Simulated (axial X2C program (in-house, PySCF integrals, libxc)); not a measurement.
**Outer orbitals of PSe at 2.038 Å, BP86**

Calculated with an in-house all-electron X2C program for linear molecules (integrals from PySCF). Spin-free means the one-electron spin-free X2C Hamiltonian; two-component (2c) means X2C with spin–orbit coupling and atomic mean-field two-electron Coulomb and Gaunt terms, so the difference of the two also holds small scalar two-electron terms. Basis: Se dyall-cv3z [8s9p6d4f1g], P dyall-v3z [8s7p2d1f] (cores contracted in-house); Gaussian nuclei, density fitting, unrestricted open shells. Masses: Se 79.917 u, P 30.974 u.

The distance is close to the 2c PBE0 minimum; the highest filled and lowest empty levels are listed.

Spin-free orbitals, state M_S = 1/2, Λ = 1 (beyond evenly filled blocks: π+α) (Löwdin shares):

```tsv
symmetry	occupied	ε (eV)	atomic character
σα	yes	-19.08	61% Se s, 22% P s, 10% P p
σβ	yes	-18.88	62% Se s, 20% P s, 10% P p
σα	yes	-13.70	51% P s, 21% Se p, 19% Se s
σβ	yes	-13.16	50% P s, 23% Se p, 19% Se s
σα	yes	-8.29	43% P p, 41% Se p, 11% P s
σβ	yes	-8.04	43% P p, 38% Se p, 13% P s
π+α	yes	-7.86	57% Se p, 39% P p, 2% P d
π-α	yes	-7.86	57% Se p, 39% P p, 2% P d
π-β	yes	-7.49	63% Se p, 32% P p, 3% P d
π+β	yes	-7.49	63% Se p, 32% P p, 3% P d
π+α	yes	-4.65	55% P p, 36% Se p, 4% Se d
π-α	no	-4.65	55% P p, 36% Se p, 4% Se d
π-β	no	-3.98	61% P p, 30% Se p, 5% Se d
π+β	no	-3.98	61% P p, 30% Se p, 5% Se d
σα	no	-0.69	34% P p, 22% Se p, 20% P d
```

A filled and an empty partner (Λ and −Λ, same spin) share one energy because the functional has no current term.

Spinors with spin–orbit coupling (state Ω = 1/2):

| ω | occupied | ε (eV) | atomic character | λ mixture |
| --- | --- | --- | --- | --- |
| -1/2 | yes | -19.07 | 61% Se s, 22% P s, 10% P p | 100% σ |
| 1/2 | yes | -18.88 | 62% Se s, 20% P s, 10% P p | 100% σ |
| -1/2 | yes | -13.69 | 51% P s, 21% Se p, 19% Se s | 100% σ |
| 1/2 | yes | -13.14 | 50% P s, 23% Se p, 19% Se s | 100% σ |
| -1/2 | yes | -8.29 | 42% P p, 41% Se p, 11% P s | 98% σ, 2% π |
| 1/2 | yes | -8.08 | 45% Se p, 40% P p, 10% P s | 76% σ, 24% π |
| 1/2 | yes | -7.88 | 52% Se p, 40% P p, 3% P s | 76% π, 24% σ |
| -3/2 | yes | -7.77 | 56% Se p, 40% P p, 2% P d | 100% π |
| -1/2 | yes | -7.56 | 64% Se p, 31% P p, 3% P d | 98% π, 2% σ |
| 3/2 | yes | -7.40 | 62% Se p, 33% P p, 3% P d | 100% π |
| 1/2 | yes | -4.70 | 56% P p, 34% Se p, 5% Se d | 100% π |
| -3/2 | no | -4.58 | 53% P p, 37% Se p, 4% Se d | 100% π |
| -1/2 | no | -4.01 | 62% P p, 28% Se p, 5% Se d | 100% π |
| 3/2 | no | -3.90 | 60% P p, 31% Se p, 5% Se d | 100% π |
| -1/2 | no | -0.68 | 34% P p, 22% Se p, 20% P d | 100% σ |

How does the gap between the highest filled and lowest empty level change from the spin-free to the 2c table?

From 0.00 to 0.12 eV at BP86, a change of 0.12 eV.

Mulliken charges and populations of the two-component result (they depend on the basis, above all on diffuse functions):

Se 0.02 e (s 7.91 p 15.99 d 10.07 f 0.01), P -0.02 e (s 5.93 p 8.95 d 0.12 f 0.01). ⟨Lz⟩ = 1.00 ħ and ⟨Sz⟩ = -0.50 ħ (-0.11 and -0.39 on the two atoms), which add up to Ω.

Occupations by symmetry block were frozen at the best pattern of an incomplete PBE0 search. Density functionals use the spin component along the axis (collinear). Without a current term, density functionals place determinants with orbital angular momentum somewhat too high.
